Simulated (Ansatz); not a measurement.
Total energies of Si(eta1-allyl)Me3 (C6H14Si) from Ansatz at BLYP-D4/def2-TZVP, gas phase (1 Eh = 27.2114 eV = 2625.5 kJ/mol). The reference geometry is relaxed at PBE-D4/def2-SVP.

```
                 state   geometry  energy (Eh)
      charge 0 singlet  reference   -526.56201
      charge 1 doublet  reference   -526.25100
free Si atom (triplet)          –   -289.37739
 free C atom (triplet)          –    -37.84656
 free H atom (doublet)          –     -0.49755
```

Problem. Work out the vertical ionisation energy to the doublet.

Solution. E(charge 1 doublet) − E(charge 0 singlet) = -526.25100 − (-526.56201) = 0.31101 Eh = 8.46 eV. For comparison, −ε of the highest occupied level is 5.55 eV at this level, 2.91 eV less.

Problem. What is the binding energy per atom against free atoms?

Solution. Atoms: 1 × (-289.37739) + 6 × (-37.84656) + 14 × (-0.49755) = -523.42245 Eh. Binding: -523.42245 − (-526.56201) = 3.13956 Eh = 85.43 eV, or 4.07 eV for each of 21 atoms (no zero-point energy, no counterpoise term).
